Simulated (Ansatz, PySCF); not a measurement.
C2H10N2OSi, SMILES C[C@@H](N)[Si@H](N)O. Atoms are numbered in the order given.

```xyz
16

C     -1.4412    -1.5161    -0.6255
C     -1.0856    -0.0830    -0.2377
N     -1.5132     0.3197     1.1193
Si     0.7622     0.3862    -0.3939
N      1.7795    -0.9648    -0.0254
O      0.8647     1.6912     0.6405
H     -1.1397    -1.7371    -1.6631
H     -2.5269    -1.7040    -0.5433
H     -0.9159    -2.2425     0.0176
H     -1.5985     0.6105    -0.9330
H     -1.2049    -0.3798     1.7989
H     -2.5332     0.3286     1.1862
H      1.1396     0.7731    -1.7825
H      2.7090    -0.9955    -0.4343
H      1.8130    -1.3354     0.9207
H      0.0154     1.7073     1.1305
```

Geometry optimised at r2SCAN-D4/def2-SVP. The structure was generated by enumeration; whether it is a known compound was not checked. The values are those of a single conformer.

Two levels are set side by side: PBE-D3(BJ)/def2-SVP (Ansatz, an electronic-structure program) and r2SCAN-D4/def2-SVP (Ansatz). Each level has its own optimised geometry; the coordinates shown are those of the second. Frequencies come from the Hessian of PySCF at each geometry. Differences are taken from unrounded values.

```json
[
 {"quantity": "mean bond length (Å)", "r2SCAN-D4": "1.286"},
 {"quantity": "bond C1–C2 (Å)", "r2SCAN-D4": "1.527"},
 {"quantity": "bond C2–N3 (Å)", "r2SCAN-D4": "1.479"},
 {"quantity": "bond C2–Si4 (Å)", "r2SCAN-D4": "1.913"},
 {"quantity": "bond Si4–N5 (Å)", "r2SCAN-D4": "1.731"},
 {"quantity": "bond Si4–O6 (Å)", "r2SCAN-D4": "1.668"},
 {"quantity": "bond C1–H7 (Å)", "r2SCAN-D4": "1.103"},
 {"quantity": "bond C1–H8 (Å)", "r2SCAN-D4": "1.105"},
 {"quantity": "bond C1–H9 (Å)", "r2SCAN-D4": "1.103"},
 {"quantity": "bond C2–H10 (Å)", "r2SCAN-D4": "1.108"},
 {"quantity": "bond N3–H11 (Å)", "r2SCAN-D4": "1.023"},
 {"quantity": "bond N3–H12 (Å)", "r2SCAN-D4": "1.022"},
 {"quantity": "bond Si4–H13 (Å)", "r2SCAN-D4": "1.490"},
 {"quantity": "bond N5–H14 (Å)", "r2SCAN-D4": "1.016"},
 {"quantity": "bond N5–H15 (Å)", "r2SCAN-D4": "1.017"},
 {"quantity": "bond O6–H16 (Å)", "r2SCAN-D4": "0.981"},
 {"quantity": "highest harmonic wavenumber (cm⁻¹)", "r2SCAN-D4": "3662"},
 {"quantity": "mean harmonic wavenumber (cm⁻¹)", "r2SCAN-D4": "1384"},
 {"quantity": "zero-point energy (kcal/mol)", "r2SCAN-D4": "83.07"}
]
```

Task: What does PBE-D3(BJ) give, and how far is it from r2SCAN-D4? (An estimate is asked for; the answer gives what the named calculation found.)

Result: 
| quantity | PBE-D3(BJ) | PBE-D3(BJ) minus r2SCAN-D4 |
|---|---|---|
| mean bond length (Å) | 1.295 | 0.009 |
| bond C1–C2 (Å) | 1.530 | 0.003 |
| bond C2–N3 (Å) | 1.483 | 0.004 |
| bond C2–Si4 (Å) | 1.927 | 0.015 |
| bond Si4–N5 (Å) | 1.745 | 0.014 |
| bond Si4–O6 (Å) | 1.682 | 0.014 |
| bond C1–H7 (Å) | 1.110 | 0.007 |
| bond C1–H8 (Å) | 1.112 | 0.007 |
| bond C1–H9 (Å) | 1.110 | 0.007 |
| bond C2–H10 (Å) | 1.114 | 0.006 |
| bond N3–H11 (Å) | 1.030 | 0.007 |
| bond N3–H12 (Å) | 1.030 | 0.007 |
| bond Si4–H13 (Å) | 1.501 | 0.011 |
| bond N5–H14 (Å) | 1.024 | 0.008 |
| bond N5–H15 (Å) | 1.024 | 0.008 |
| bond O6–H16 (Å) | 0.995 | 0.015 |
| highest harmonic wavenumber (cm⁻¹) | 3567 | -95 |
| mean harmonic wavenumber (cm⁻¹) | 1351 | -33 |
| zero-point energy (kcal/mol) | 81.11 | -1.96 |
